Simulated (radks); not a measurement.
Q: These are the eigenvalues of the occupied orbitals of an atom or ion with whole-number occupations (hartree). Method: scalar-relativistic Kohn-Sham, LDA (Slater exchange, Perdew-Wang correlation), spin-polarised, spherical densities, finite nucleus; Fermi nuclear charge, rms radius of each element as measured or else 0.836 A^(1/3) + 0.57 fm; computed with a radial shooting solver on a logarithmic mesh with Libxc functionals.

| orbital | eigenvalue |
|---|---|
| 1s up | -1.51052 |

Which element is it, and in what charge state? The configuration may be excited. Open shells, if any, are filled with parallel spins first.

A: Z = 2, helium, charge +1: He+ in 1s1. The 1s level, -1.5105 hartree, gives Z - s = 1.7 by -(Z - s)^2/2, which with screening and relativity narrows Z to a few neighbours, and with so few levels the electron count can be read from the list.
